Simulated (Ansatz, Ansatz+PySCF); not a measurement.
```xyz
4

C     0.1291    0.1406    0.2862
O     0.1256    0.5924   -1.0400
O    -0.2573   -0.7902    0.6983
H     0.6047    0.9414    0.8774
```

Basis set: def2-SVP (spherical functions). Left uncorrelated: 3 orbitals. Charge 0, multiplicity 2.

Computed with Ansatz (development build ahead of 0.2.0); each method stands on the lowest determinant of its kind that the runs found.

The atomization energy at this shape (free ground-state atoms in the same class of orbitals less the molecule, no zero-point energy) of doublet CHO₂:

```tsv
method	atomization energy
UHF	10.25 eV
```

Task: What does UHF-MP2 give?

Result: 15.24 eV. Caution: the shape is not the minimum.
